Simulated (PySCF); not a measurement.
The complex [NbCl6]2- (charge -2) contains Nb(IV), shell d1. The structure is a PBE0-D3(BJ)/def2-SVP, IEF-PCM water geometry optimised for multiplicity 2; coordination octahedral, point group D2h, metal–donor distances 2.42–2.44 Å.

The d shell alone is too small an active space for [NbCl6]2- (an active orbital has only 0.63 squared overlap with the free ion's shell): its levels, fitted parameters, g values and moments show what this model gives and aren't sound predictions.

```
7

Nb    0.000    0.000    0.000
Cl    0.000    0.000    2.445
Cl    0.000    0.000   -2.445
Cl    2.424   -0.026    0.000
Cl   -2.424    0.026    0.000
Cl   -0.026    2.424    0.000
Cl    0.026   -2.424    0.000
```

Method (PySCF 2.14, density fitting): CASSCF(1,5) with orbitals averaged over all microstates of the shell, strongly contracted NEVPT2 on the averaged canonical orbitals; basis x2c-TZVPall on the metal, x2c-SVPall elsewhere; spin-free X2C; IEF-PCM water; spin-orbit coupling by state interaction with the mean-field operator over all roots.

Q: Which term lies lowest, and with what spin?

A: 2B2g (from 2T2g) (S = 1/2, orbital degeneracy 1), with 1.0 electrons in the lower (t2g-type) set and 0.0 in the upper (eg-type) set, by NEVPT2; the next part of the same split term lies only 121 cm⁻¹ higher, which doesn't decide their order.

Q: Where do the spin-allowed transitions within the shell lie?

A: By NEVPT2: 2B3g (from 2T2g) at 121 cm⁻¹; 2Ag (from 2T2g) at 212 cm⁻¹; 2Ag (from 2Eg) at 25014 cm⁻¹ (400 nm); 2B1g (from 2Eg) at 25854 cm⁻¹ (387 nm). All are electric-dipole forbidden at this geometry.

Q: Give the fitted ligand-field and repulsion parameters.

A: At NEVPT2 level: orbital energies 0, 121, 212, 25014, 25854 cm⁻¹; 10Dq = 25323 cm⁻¹ (difference of the means of the two sets); ζ = 548 cm⁻¹ (free ion 721).

Q: What magnetic behaviour follows?

A: Degenerate or low-lying orbital states mix with the ground state, so no spin-only Hamiltonian applies. The lowest spin-orbit level is 2-fold, effective g = 0.20, 0.28, 0.45; the next lies at 132.6 cm⁻¹. μeff is 1.16 μB at 300 K and 0.35 μB at 10 K; the spin-only value is 1.73 μB.

No frequencies were computed for the optimised geometry. Charge-transfer states lie outside this active space and may come lower than some of these levels. 2B3g (from 2T2g) (121 cm⁻¹), 2Ag (from 2T2g) (212 cm⁻¹) lie within 300 cm⁻¹ of 2B2g (from 2T2g) at NEVPT2 level, inside the method's error: they are parts of one split term, whose order is undecided, and g values and low-temperature moments can hang on it. NEVPT2 on the d shell alone tends to put d–d bands too high for such charged or covalently bound ions.

The job took 17 s on one thread of Arm Neoverse V2 (shared host), with 171 basis functions and a peak of 0.75 GiB, launched as `OMP_NUM_THREADS=1 python lf_run.py task.json out`.
